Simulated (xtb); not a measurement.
xtb was given this input:
```
$ xtb coord --gfn 2 --uhf 1 --json

# file coord
$coord
     -3.9959824165      -3.1268157545      -2.4815377778  c
     -2.9943559121      -0.7853216870      -0.0951663809  si
     -4.4416996643       2.4714218093      -0.6930046730  c
     -3.8293484267      -1.8090348947       3.2678699581  c
      0.0766705541      -0.5701675049      -0.2925534146  o
      2.9256554668       0.5705077690      -0.0519749328  si
      3.1890948537       3.4714049701      -2.1678932810  c
      5.1501865232      -2.0393267846      -1.1355242773  c
      3.5364897646       1.4579577769       3.3843706666  c
     -2.6799285207      -4.0702318536      -3.7085803008  h
     -5.9397567870      -3.6604734295      -2.7381535904  h
     -6.4900768764       2.3850289922      -0.6998464642  h
     -3.8734517242       3.8083703313       0.7566634234  h
     -3.8384069989       3.2195660072      -2.5048332065  h
     -5.8513620130      -2.0744030873       3.4790778818  h
     -2.9097671976      -3.5784949748       3.7466539170  h
     -3.2306663340      -0.4025628572       4.6368484119  h
      2.7400742703       3.0065717631      -4.1154954241  h
      5.0815337936       4.2617599238      -2.1379644979  h
      1.8908384174       4.9451690966      -1.5731273812  h
      4.9407473832      -3.7213502952       0.0200235380  h
      7.1098107448      -1.4447844016      -1.0221345116  h
      4.7738293108      -2.5765981072      -3.0792234745  h
      2.2662661114       2.9456087259       4.0057943092  h
      5.4556482035       2.1248387815       3.6657925928  h
      3.2506666095      -0.1529222694       4.6232270015  h
$end
```

### Question
What does this run give for the dipole moment, partial charges in atom order?

### Answer

```yaml
dipole_moment: 0.48 D
partial_charges_in_atom_order: C1 -0.19, Si2 0.53, C3 -0.20, C4 -0.20, O5 -0.43, Si6 0.55, C7 -0.21, C8 -0.21, C9 -0.21, H10 0.06, H11 0.05, H12 0.03, H13 0.03, H14 0.03, H15 0.02, H16 0.03, H17 0.04, H18 0.03, H19 0.03, H20 0.03, H21 0.03, H22 0.02, H23 0.03, H24 0.03, H25 0.03, H26 0.03
```
